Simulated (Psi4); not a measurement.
A dimer, HBr ··· CH3F (SMILES Br and CF), singlet; the first 2 atoms form monomer A.

```
7

Br     0.7124     0.0000     0.0000
H     -0.7124     0.0000     0.0000
C     -4.2547    -0.0412    -0.0284
F     -2.8655    -0.0175    -0.0118
H     -4.6050     0.4944    -0.9117
H     -4.5876    -1.0793    -0.0619
H     -4.6251     0.4433     0.8759
```

What interaction energy does SAPT0/jun-cc-pVDZ, frozen core (Psi4 1.11) give, and which attractive term is the largest?

Total -13.48 kJ/mol: electrostatics -16.30, exchange 10.13, induction -3.67, dispersion -3.64. The most attractive term is electrostatics.
